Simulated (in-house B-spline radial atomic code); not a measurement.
Inner levels of nickel as electrons are removed. A shift is the extra binding of the orbital against the neutral atom ([Ar] 3d3/2(4) 3d5/2(4) 4s2). The density at the nucleus is averaged over the nuclear charge. Computed with a radial B-spline atomic code at the basis-set limit: Dirac-Hartree-Fock, jj configuration that fills j = l - 1/2 first, finite nuclei.

A number in brackets counts the electrons of a j subshell.

```
  ion               configuration  shift of 2p3/2 (eV)  shift of 2s1/2 (eV)  shift of 2p1/2 (eV)  radius of 2p3/2 (bohr)  radius of 2s1/2 (bohr)  radius of 2p1/2 (bohr)  Σ<r²> (bohr²)  change of density at nucleus (bohr⁻³)
   Ni  [Ar] 3d3/2(4) 3d5/2(4) 4s2                    0                    0                    0                 0.21587                 0.24348                  0.2129         37.244                                      -
  Ni+      [Ar] 3d3/2(4) 3d5/2(5)                1.896               1.5931                1.504                 0.21589                 0.24348                 0.21282         19.152                                -13.411
 Ni2+      [Ar] 3d3/2(4) 3d5/2(4)               19.332               19.222               19.346                 0.21586                 0.24349                  0.2129         15.337                                -11.658
 Ni3+      [Ar] 3d3/2(4) 3d5/2(3)               40.606               40.737               41.109                 0.21581                 0.24349                 0.21297         12.777                                -8.3853
 Ni4+      [Ar] 3d3/2(4) 3d5/2(2)                    ?                    ?                    ?                       ?                       ?                       ?              ?                                      ?
 Ni5+      [Ar] 3d3/2(4) 3d5/2(1)               92.824               93.559               94.581                 0.21561                 0.24342                 0.21306         9.3481                                 2.4911
 Ni6+               [Ar] 3d3/2(4)               123.25               124.34               125.79                 0.21544                 0.24334                 0.21307         8.0983                                 9.9639
 Ni7+               [Ar] 3d3/2(3)               157.06               158.02               158.98                 0.21534                 0.24321                 0.21282           7.05                                 18.875
 Ni8+               [Ar] 3d3/2(2)                    ?                    ?                    ?                       ?                       ?                       ?              ?                                      ?
 Ni9+               [Ar] 3d3/2(1)                232.5               233.02               232.79                 0.21501                 0.24284                 0.21214         5.3586                                 40.423
Ni10+                [Ne] 3s2 3p6               273.99               274.18               273.24                 0.21479                 0.24259                 0.21171         4.6642                                 53.024
Ni11+  [Ne] 3s2 3p1/2(2) 3p3/2(3)               315.57               315.78               315.78                 0.21483                 0.24221                  0.2113         4.0075                                 69.845
Ni12+  [Ne] 3s2 3p1/2(2) 3p3/2(2)               358.63               358.85               359.86                 0.21449                 0.24181                 0.21086         3.3968                                 87.628
Ni13+  [Ne] 3s2 3p1/2(2) 3p3/2(1)               403.15               403.34               405.46                 0.21412                 0.24137                 0.21038         2.8276                                 106.38
Ni14+           [Ne] 3s2 3p1/2(2)               449.11               449.24               452.57                 0.21371                 0.24089                 0.20987          2.296                                  126.1
Ni15+           [Ne] 3s2 3p1/2(1)               497.73               496.77               499.36                 0.21315                 0.24038                 0.20992         1.8027                                 145.93
Ni16+                    [Ne] 3s2                    ?                    ?                    ?                       ?                       ?                       ?              ?                                      ?
Ni17+                    [Ne] 3s1               597.31               593.19               597.08                 0.21207                 0.23984                 0.20909        0.89287                                -2.4827
Ni18+                [He] 2s2 2p6                647.9               641.71               647.76                 0.21156                 0.23953                  0.2086         0.4671                                -183.44
```

(1) Fill in the row of Ni4+.

(2) Fill in the row of Ni8+.

(3) Fill in the row of Ni16+.

Answers

(1) shift of 2p3/2 (eV): 65.208; shift of 2s1/2 (eV): 65.621; shift of 2p1/2 (eV): 66.289; radius of 2p3/2 (bohr): 0.21573; radius of 2s1/2 (bohr): 0.24347; radius of 2p1/2 (bohr): 0.21303; Σ<r²> (bohr²): 10.865; change of density at nucleus (bohr⁻³): -3.6458.

(2) shift of 2p3/2 (eV): 193.51; shift of 2s1/2 (eV): 194.28; shift of 2p1/2 (eV): 194.68; radius of 2p3/2 (bohr): 0.2152; radius of 2s1/2 (bohr): 0.24305; radius of 2p1/2 (bohr): 0.21251; Σ<r²> (bohr²): 6.1467; change of density at nucleus (bohr⁻³): 29.036.

(3) shift of 2p3/2 (eV): 547.88; shift of 2s1/2 (eV): 545.72; shift of 2p1/2 (eV): 547.57; radius of 2p3/2 (bohr): 0.21256; radius of 2s1/2 (bohr): 0.23982; radius of 2p1/2 (bohr): 0.20957; Σ<r²> (bohr²): 1.3416; change of density at nucleus (bohr⁻³): 166.71.
